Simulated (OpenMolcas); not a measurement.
## F3+: effect of the active space

```json
{
 "Program": "OpenMolcas 26.06",
 "Method": "SS-CASPT2, IPEA 0.25 Eh, imaginary shift 0.1 Eh",
 "Basis": "ANO-RCC-VDZP",
 "Scalar Hamiltonian": "DKH2, point nucleus",
 "Spin-orbit coupling": "RASSI with atomic mean-field integrals over the reference wave functions, term energies averaged over their components"
}
```

A. 2 electrons in 3 orbitals (2p); 2S+1 = 3 even, 3 roots; 2S+1 = 1 even, 6 roots; closed shells correlated: 1s 2s; CASPT2 step of the order of 0.8 core-seconds
B. 4 electrons in 4 orbitals (2s 2p); 2S+1 = 3 even, 3 roots; 2S+1 = 1 even, 6 roots; 2S+1 = 5 odd, 1 root; 2S+1 = 3 odd, 9 roots; 2S+1 = 1 odd, 8 roots; closed shells correlated: 1s; CASPT2 step about 2.3 core-seconds
C. 4 electrons in 8 orbitals (2s 2p 3s 3p); 2S+1 = 3 even, 3 roots; 2S+1 = 1 even, 6 roots; 2S+1 = 5 odd, 1 root; 2S+1 = 3 odd, 5 roots; closed shells correlated: 1s; CASPT2 step roughly 2.8 core-seconds

Energies in eV above 2s2 2p2 3P0, the measured ground level; measured values from Moore, Atomic Energy Levels, vol. I, NSRDS-NBS 35 (1971 reprint of NBS Circular 467, 1949).

| Level | A | B | C | Measured |
| --- | --- | --- | --- | --- |
| 2s2 2p2 3P0 | 0.0000 | 0.0000 | 0.0000 | 0.0000 |
| 2s2 2p2 3P1 | 0.0247 | 0.0240 | 0.0239 | 0.0279 |
| 2s2 2p2 3P2 | 0.0724 | 0.0701 | 0.0699 | 0.0761 |
| 2s2 2p2 1D2 | 3.163 | 3.140 | 3.179 | 3.1295 |
| 2s2 2p2 1S0 | 7.073 | 6.448 | 6.502 | 6.6386 |

Deviations, from unrounded energies. A percentage is the sum of absolute deviations over the sum of measured energies, with the sign that they share, or ± where signs differ.

```csv
Against measurement,Levels,A,B,C
mean absolute deviation (cm-1),4,960,430,400
fine structure of the ground term (%),2,-6.6,-9.5,-9.8
other terms of the ground configuration (%),2,+4.8,±2.1,±1.9
```

C lies closest to measurement on these levels and A furthest from it. The largest miss of C in the table is 2s2 2p2 1S0, by -1100 cm-1. The ranking rests on the paired levels alone, and a cruder setting can come out closer through cancelling errors.

Among A to C the level of the table that moves most is 2s2 2p2 1S0, by 5000 cm-1 (lowest in B, highest in A). Moves below CASPT2's spread within the term are not significant.

CASPT2 breaks the degeneracy within a term, and the mean is taken; among the terms shown or strongly mixed into the levels shown the widest spread is 87 cm-1 (2s2 2p2 1D, A). The basis is small and was not contracted for so high a charge. With the s shell closed, the reference lacks s² → p² mixing (holds for A). Active for correlation alone: 3p 3s; no level in the range computed is led by a configuration that fills them, so any true level of that kind is missing (holds for C). Computed and measured levels are paired by configuration, term and J; levels that our copy of the source lacks, or whose pairing is in doubt (as where it misses far off the trend of its configuration), stay unpaired and out of the deviations. Only configurations of the active space appear. The table leaves out levels that lie high or whose names do not pair safely across all columns.
